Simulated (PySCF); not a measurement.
PySCF input (M06-2X/6-31G* with LANL2DZ past Ar (5d)):

```python
from pyscf import gto, dft

mol = gto.M(
    atom='''
    Y    -0.00000000   -0.00000000   -0.30669767
    O     0.00000000    0.00000000    1.49515112
    ''',
    basis={'default': '6-31g*', 'Y': 'lanl2dz'},
    ecp={'Y': 'lanl2dz'},
    charge=1,
    spin=0,
    verbose=4,
)

mf = dft.RKS(mol, xc='m062x')
mf.grids.level = 4
mf.conv_tol = 1e-9
mf.max_cycle = 100
mf.max_memory = 1500
mf.kernel()
if not mf.converged:
    mf = mf.newton()
    mf.kernel(mf.make_rdm1())
mf.dip_moment()
```

From the last part of the output:

```
XC library pyscf.dft.libxc version 7.1.2
    S. Lehtola, C. Steigemann, M. J. T. Oliveira, and M. A. L. Marques,  SoftwareX 7, 1–5 (2018)
XC functionals = m062x
    Y. Zhao and D. G. Truhlar,  Theor. Chem. Acc. 120, 215 (2008)
    Y. Zhao and D. G. Truhlar,  Theor. Chem. Acc. 120, 215 (2008)
radial grids:
    Treutler-Ahlrichs [JCP 102, 346 (1995); DOI:10.1063/1.469408] (M4) radial grids

becke partition: Becke, JCP 88, 2547 (1988); DOI:10.1063/1.454033
pruning grids: <function nwchem_prune>
grids dens level: 4
symmetrized grids: False
atomic radii adjust function: <function treutler_atomic_radii_adjust>
small_rho_cutoff = 0
Set gradient conv threshold to 3.16228e-05
Initial guess from minao.
tot grids = 60392
init E= -114.623201915848
  HOMO = -0.354136571758928  LUMO = -0.061733545788123  gap/eV = 7.95669
cycle= 1 E= -112.173087495941  delta_E= 2.45  |g|= 1.47  |ddm|=  2.4

WARN: HOMO -0.376942611984959 == LUMO -0.376940952973106

cycle= 2 E= -105.416423262905  delta_E= 6.76  |g|= 3.85  |ddm|= 4.06
  HOMO = -0.532176185473658  LUMO = -0.250169931616876  gap/eV = 7.67378
cycle= 3 E= -112.734303487572  delta_E= -7.32  |g|= 0.486  |ddm|= 3.74
  HOMO = -0.535959288466014  LUMO = -0.275296948945437  gap/eV = 7.09298
cycle= 4 E= -112.805662229551  delta_E= -0.0714  |g|= 0.108  |ddm|= 0.452
  HOMO = -0.537996200035105  LUMO = -0.26962591827704  gap/eV = 7.30273
cycle= 5 E= -112.808325438826  delta_E= -0.00266  |g|= 0.0179  |ddm|= 0.0822
  HOMO = -0.536522522230563  LUMO = -0.270567399420747  gap/eV = 7.23701
cycle= 6 E= -112.808430147326  delta_E= -0.000105  |g|= 0.00508  |ddm|= 0.0272
  HOMO = -0.536666347753332  LUMO = -0.270909074536224  gap/eV = 7.23162
cycle= 7 E= -112.808436066311  delta_E= -5.92e-06  |g|= 0.00394  |ddm|= 0.00508
  HOMO = -0.536656096078935  LUMO = -0.270783671947489  gap/eV = 7.23476
cycle= 8 E= -112.80844103348  delta_E= -4.97e-06  |g|= 0.000884  |ddm|= 0.00394
  HOMO = -0.536660052186362  LUMO = -0.270714229970382  gap/eV = 7.23675
cycle= 9 E= -112.808441512665  delta_E= -4.79e-07  |g|= 0.00012  |ddm|= 0.0023
  HOMO = -0.536645095977907  LUMO = -0.270714199798985  gap/eV = 7.23635
cycle= 10 E= -112.808441516045  delta_E= -3.38e-09  |g|= 4.97e-05  |ddm|= 0.000132
  HOMO = -0.536638722977631  LUMO = -0.270715283892129  gap/eV = 7.23615
cycle= 11 E= -112.808441516579  delta_E= -5.34e-10  |g|= 1.02e-06  |ddm|= 3.57e-05
  HOMO = -0.536638957473371  LUMO = -0.270715462897196  gap/eV = 7.23615
Extra cycle  E= -112.80844151658  delta_E= -7.96e-13  |g|= 3.87e-07  |ddm|= 1.87e-06
converged SCF energy = -112.80844151658

WARN: System has nonzero charge 1; the dipole moment is origin-dependent.
Location of origin: [0. 0. 0.]

Dipole moment(X, Y, Z, Debye): -0.00000, -0.00000, -7.41968
```

The dipole moment of an ion depends on the origin.
